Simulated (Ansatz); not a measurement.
Gas-phase electronic energies from Ansatz, PBE0-D4/def2-TZVP geometries. CCSD(T)/CBS adds triple-zeta CCSD(T) − MP2 to the extrapolated MP2 energy (def2 sets, frozen cores). This one scheme is used for every species. Each species was taken in one conformer, which may not be the lowest.

Reaction (ligand exchange at the Si–C bond): `SC[SiH2]S` + `N[SiH3]` → `[SiH3]N[SiH2]S` + CH₃SH

```json
{"species": "`SC[SiH2]S`", "CCSD(T)/CBS(def2) energy (Eh)": "-1126.32104"}
{"species": "`N[SiH3]`", "CCSD(T)/CBS(def2) energy (Eh)": "-346.80422"}
{"species": "`[SiH3]N[SiH2]S`", "CCSD(T)/CBS(def2) energy (Eh)": "-1034.92193"}
{"species": "CH₃SH", "CCSD(T)/CBS(def2) energy (Eh)": "-438.22835"}
```

(1) Work out ΔE.

Largest T1 diagnostic among the species: 0.011.

## Answers

(1) ΔE = (-1034.92193) + (-438.22835) − (-1126.32104) − (-346.80422) = -0.02502 Eh = -65.7 kJ/mol.

In def2-TZVPP, CCSD(T) changes the Hartree–Fock value by +14.6 kJ/mol (the triples alone add +2.3 kJ/mol) and MP2 by +15.5 kJ/mol. From PBE to PBE0 (25 % exact exchange), in def2-TZVPP and without D4, ΔE moves by −3.6 kJ/mol.
